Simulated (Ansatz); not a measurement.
Program: Ansatz. Geometries: PBE0-D4/def2-TZVP. ΔE: electronic, gas phase. CCSD(T)/CBS is the MP2 limit (def2-TZVPP, def2-QZVPP) plus CCSD(T) − MP2 in def2-TZVPP, frozen cores. This one scheme is used for every species. DFT in def2-TZVPP. B3LYP here is the variant with VWN-RPA as its local correlation; programs differ in this. One conformer a species, not always the lowest.

Reaction (cleavage of the Al–B bond): `[CH3][AlH][BH]N` + `[SiH3]N[SiH3]` → `[CH3][AlH][N]([SiH3])[SiH3]` + `BN`

`[CH3][AlH][BH]N`:

Z-matrix (Å, degrees):
```
C
Al 1 1.959
H 1 1.096 2 110.7
H 1 1.092 2 113.5 3 -121.6
H 1 1.096 2 110.5 3 117.1
B 2 2.143 1 126.2 3 122.9
H 2 1.608 1 116.2 3 -57.1
N 6 1.391 2 118.6 1 179.7
H 6 1.204 2 125.9 1 -0.2
H 8 1.009 6 123.6 2 -180.0
H 8 1.007 6 123.4 2 0.0
```

`[SiH3]N[SiH3]`:

Z-matrix (Å, degrees):
```
Si
N 1 1.726
H 1 1.490 2 112.6
H 1 1.484 2 107.4 3 119.9
H 1 1.489 2 110.9 3 -120.0
Si 2 1.726 1 128.9 3 -109.8
H 2 1.011 1 115.5 3 66.2
H 6 1.490 2 112.6 1 109.8
H 6 1.484 2 107.4 1 -10.1
H 6 1.488 2 110.9 1 -130.1
```

`[CH3][AlH][N]([SiH3])[SiH3]`:

Cartesian coordinates in Å:
```
C -0.775 -1.755 -1.734
Al 0.709 -0.958 -0.761
N 0.341 0.372 0.397
Si -1.289 0.938 0.582
Si 1.565 1.126 1.365
H -1.660 -1.894 -1.105
H -0.506 -2.727 -2.155
H -1.081 -1.114 -2.568
H 2.225 -1.384 -0.920
H -1.277 2.217 1.344
H -2.137 -0.038 1.322
H -1.926 1.176 -0.741
H 1.740 2.560 1.008
H 1.216 1.065 2.812
H 2.854 0.417 1.152
```

`BN`:

Cartesian coordinates in Å:
```
B -0.632 -0.132 -0.222
N 0.650 0.136 0.228
H -0.943 -1.266 -0.448
H -1.396 0.777 -0.373
H 0.978 1.063 0.438
H 1.342 -0.579 0.378
```

```tsv
species	B3LYP energy (Eh)
`[CH3][AlH][BH]N`	-364.45990
`[SiH3]N[SiH3]`	-638.07648
`[CH3][AlH][N]([SiH3])[SiH3]`	-920.50509
`BN`	-82.08383
```

Question: Work out ΔE.

Answer: ΔE = (-920.50509) + (-82.08383) − (-364.45990) − (-638.07648) = -0.05254 Eh = -1.43 eV. CCSD(T)/CBS gives -1.56 eV.

Largest T1 diagnostic among the species: 0.012.

In def2-TZVPP, CCSD(T) changes the Hartree–Fock value by −0.04 eV (the triples alone add −0.02 eV) and MP2 by −0.14 eV. The D4 term adds −0.13 eV with B3LYP and −0.07 eV with PBE0; it sums over pairs of atoms, weighted by their polarisabilities, and B3LYP, whose exchange is more repulsive, gets the larger term.
